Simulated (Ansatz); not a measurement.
```xyz
7

C     0.0000    0.0145   -0.6350
C     0.0000   -0.0388    0.7272
H     0.8590    0.0136    1.2473
H    -0.8590    0.0136    1.2473
H     0.0000    0.9753   -0.9807
H     0.8201   -0.4285   -1.0335
H    -0.8201   -0.4285   -1.0335
```

Basis set: 6-31G* (spherical functions). Frozen core: 2 orbitals. Charge 0, multiplicity 2.

Computed with Ansatz (development build ahead of 0.2.0); each method stands on the lowest determinant of its kind that the runs found.

The atomization energy at this shape (free ground-state atoms in the same class of orbitals less the molecule, no zero-point energy) of doublet C₂H₅:

| method | atomization energy |
| --- | --- |
| UHF-MP2 | 2211.1 kJ/mol |

Problem. What does UHF give?

Solution. 1863.8 kJ/mol. Caution: the shape is not the minimum.
